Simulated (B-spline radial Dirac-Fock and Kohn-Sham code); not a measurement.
**K-line shifts caused by a second vacancy in Pt³⁹⁺**

System: platinum as Pt³⁹⁺, configuration [Kr] 4d3.

These are calculated numbers from a radial finite-basis atomic code; the model is ΔSCF Dirac-Fock with Breit, self-energy and vacuum polarisation, finite nucleus, configuration average. Each two-hole energy is an average over J within one jj subconfiguration, not an observable level; in light atoms, where LS coupling holds, the j-resolved values are not observed lines, and for a K spectator the Kα1 hypersatellite is nearly forbidden. The model has no electron correlation.

Lines without a spectator: Kα2 (K-L2) 65113.4 eV, Kα1 (K-L3) 66823.3 eV, Kβ3 (K-M2) 75404.3 eV, Kβ1 (K-M3) 75794.7 eV. Shifts in eV with one spectator hole (a dash: not computed, or left out as unreliable):

```
spectator hole      Kα2      Kα1      Kβ3      Kβ1
        K (1s)  +1064.0  +1154.6  +1383.5  +1405.6
    L2 (2p1/2)   +138.9   +190.0        –   +357.8
    L3 (2p3/2)    +99.4   +111.4   +260.4        –
    M2 (3p1/2)        –    +31.6    +62.3    +74.1
    M3 (3p3/2)   +16.25        –    +52.0    +53.6
    M4 (3d3/2)    +5.54    +2.22        –        –
    M5 (3d5/2)    -0.32    +4.33        –        –
```
